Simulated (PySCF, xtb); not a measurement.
C4H6ClF, SMILES C[C@@H](F)/C=C\Cl.

GFN2-xTB run with xtb at its own geometry gives an orbital gap of 4.61 eV and a dipole moment of 1.64 D.

Geometry optimised at TPSSh-D3(BJ)/def2-SVP. The structure was generated by enumeration; whether it is a known compound was not checked. The values are those of a single conformer.

Q: What does PBE/def2-TZVP (PySCF) give? (The exact figures need the calculation; the answer reports its results.)

A: gap 4.93 eV (levels -6.38 and -1.45 eV), dipole 1.27 D.
